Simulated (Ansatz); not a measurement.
Reactions of CH$_{4}$B$_{2}$O, SMILES `BB1CO1`.

Gas-phase electronic energies from Ansatz, PBE0-D4/def2-TZVP geometries. CCSD(T)/CBS adds triple-zeta CCSD(T) − MP2 to the extrapolated MP2 energy (def2 sets, frozen cores). This one scheme is used for every species, atoms too. Open shells (•) are unrestricted, without spin–orbit coupling. Spin–orbit coupling would lower the free atoms: a little for B, C, O. For Br, Ge, Se outer-core shells are correlated without core-valence functions, so the limit isn't a true one: a few kJ/mol of doubt a bond, and 10 to 20 or more in all where bonds break to atoms. Scalar relativity is left out up to krypton. Each species was taken in one conformer, which may not be the lowest.

(1) Order these by ΔE at CCSD(T)/CBS, lowest first. (Estimate.)
A. `BB1CO1` + H–F → `FB1CO1` + BH₃
B. `BB1CO1` → 2 B• + C• + 4 H• + O•
C. `BB1CO1` + HCl → `ClB1CO1` + BH₃
D. `BB1CO1` + `C[SeH]` → `C[Se]B1CO1` + BH₃
E. `BB1CO1` + H₂ → `B1CO1` + BH₃
F. `BB1CO1` + `OC[SiH2]Br` → `BOC[SiH2]Br` + `B1CO1`
G. `BB1CO1` + `C[NH][GeH3]` → `B[N](C)[GeH3]` + `B1CO1`

Largest T1 diagnostic: 0.016, for `BB1CO1`.

## Answers

(1) G (-161.8 kJ/mol), F (-151.2 kJ/mol), A (-110.6 kJ/mol), C (-71.8 kJ/mol), D (-62.7 kJ/mol), E (-16.6 kJ/mol), B (+3059.4 kJ/mol).
